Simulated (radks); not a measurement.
Results of a calculation; reference values are marked as such.
Problem. These are the eigenvalues of the occupied orbitals of an atom or ion with whole-number occupations (hartree). Code: a radial shooting solver on a logarithmic mesh with Libxc functionals. Model: scalar-relativistic Kohn-Sham, PBE, spin-polarised, spherical densities, finite nucleus; Fermi nuclear charge, rms radius of each element as measured or else 0.836 A^(1/3) + 0.57 fm.

| orbital | eigenvalue |
|---|---|
| 1s up | -1282.202 |
| 1s down | -1282.185 |
| 2s up | -215.5988 |
| 2s down | -215.5892 |
| 2p up | -195.4601 |
| 2p down | -195.4446 |
| 3s up | -58.35257 |
| 3s down | -58.33632 |
| 3p up | -51.84172 |
| 3p down | -51.82312 |
| 3d up | -42.29417 |
| 3d down | -42.27578 |
| 4s up | -23.39616 |
| 4s down | -23.30512 |
| 4p up | -21.10924 |
| 4p down | -21.01925 |

Which element is it, and in what charge state? The configuration may be excited. Open shells, if any, are filled with parallel spins first.

Solution. Z = 54, xenon, charge +19: Xe19+ in [Ar] 3d10 4s2 4p5. The list shows which subshells hold electrons but not how many an open one holds; the 1s level, -1282.2 hartree, gives Z - s = 50.6 by -(Z - s)^2/2, which with screening and relativity narrows Z to a few neighbours, and the depths of the outer levels then fix element, charge and occupations together.
